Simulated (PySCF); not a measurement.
## Sn⁺ (tin, charge +1) across methods

[Kr] 4d10 5s1 5p1 6s1, high-spin 4P determinant (an excited configuration). Calculation: PySCF 2.14, in aug-cc-pVQZ-PP with one added diffuse shell each of s, p, d, f, g type with ECP28MDF (8s8p6d4f3g, 117 functions); scalar relativity through the core potential.

```tsv
method	E (hartree)	mean ε 5s α (eV)	mean ε 5p α (eV)	mean ε 6s α (eV)	Σ⟨r²⟩ (bohr²)	⟨S²⟩
LDA	-213.1238	-22.767	-14.255	-6.412	66.28	3.751
PBE0	-213.4995	-23.676	-15.236	-6.723	67.08	3.751
PBE	-213.4832	-22.377	-14.128	-6.362	66.41	3.751
UHF	-212.65146	-26.904	-18.107	-7.467	70.60	3.752
wB97M-V	-213.4473	-26.077	-17.450	-7.728	67.85	3.751
M06	-213.5500	-23.354	-14.789	-6.640	67.21	3.750
r2SCAN	-213.5637	-22.754	-14.515	-6.311	66.60	3.752
```

Question: Estimate the same row for CAM-B3LYP.

Answer: E (hartree) = -213.4596; mean ε 5s α (eV) = -25.254; mean ε 5p α (eV) = -16.494; mean ε 6s α (eV) = -7.201; Σ⟨r²⟩ (bohr²) = 67.89; ⟨S²⟩ = 3.751.

Energies and moments cover only the electrons outside the core potential. The outer electron is Rydberg-like, and this basis confines it to a smaller radius and binds it less than a complete one would.
